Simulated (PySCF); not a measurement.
Compound: CH6F2P2Si.
Structure used (PBE0-D3(BJ)/def2-SVP), in Å, numbered top down from 1:
```xyz
12
CH6F2P2Si angstrom
F      2.468   -0.338    0.988
C      1.660    0.553    0.361
F      1.136    1.384    1.306
Si     0.216   -0.363   -0.532
P     -1.106    1.268   -1.380
P     -0.623   -1.801    0.999
H      2.286    1.167   -0.313
H      0.797   -1.131   -1.673
H     -1.741    1.525   -0.127
H     -2.109    0.345   -1.812
H     -1.883   -1.906    0.332
H     -1.058   -0.731    1.842
```

Jobs on this species (12 atoms, 74 electrons) with PySCF (density fitting). Hardware of each: one thread of an Arm Neoverse V2, no GPU, on a shared host. Other jobs ran on the host; a repeat could differ by tens of per cent or more. Peak memory is the resident size of the whole Python process, interpreter and libraries included.

```json
{"level and settings": "wB97X-D/pcSseg-1", "work": "shieldings", "basis functions": "153", "SCF cycles": "?", "wall time": "?", "peak memory": "?"}
{"level and settings": "PBE0/cc-pVTZ", "work": "shieldings, charges and field gradients", "basis functions": "276", "SCF cycles": "12", "wall time": "44 s", "peak memory": "1.1 GiB"}
{"level and settings": "PBE0/6-31G*", "work": "shieldings, charges and field gradients", "basis functions": "108", "SCF cycles": "12", "wall time": "11 s", "peak memory": "0.60 GiB"}
{"level and settings": "PBE0/def2-SVP", "work": "shieldings, charges and field gradients", "basis functions": "126", "SCF cycles": "12", "wall time": "12 s", "peak memory": "0.66 GiB"}
{"level and settings": "PBE0/STO-3G", "work": "shieldings, charges and field gradients", "basis functions": "48", "SCF cycles": "11", "wall time": "3.4 s", "peak memory": "0.44 GiB"}
{"level and settings": "PBE0/cc-pVDZ", "work": "shieldings, charges and field gradients", "basis functions": "126", "SCF cycles": "12", "wall time": "13 s", "peak memory": "0.70 GiB"}
{"level and settings": "mPW1PW91/pcSseg-1", "work": "shieldings", "basis functions": "153", "SCF cycles": "12", "wall time": "11 s", "peak memory": "0.85 GiB"}
{"level and settings": "PBE0/def2-TZVP", "work": "shieldings, charges and field gradients", "basis functions": "240", "SCF cycles": "12", "wall time": "34 s", "peak memory": "0.96 GiB"}
{"level and settings": "PBE0/pcSseg-2", "work": "shieldings, charges and field gradients", "basis functions": "321", "SCF cycles": "12", "wall time": "59 s", "peak memory": "1.3 GiB"}
```

Task: Fill in the missing figures.

Result: 
- wB97X-D/pcSseg-1; shieldings: 16 s, 0.86 GiB, 13 SCF cycles

Task: What do all jobs in the table cost together?

Result: About 3.4 min; the longest takes about 29 % of that, and about 17 times as long as the shortest.
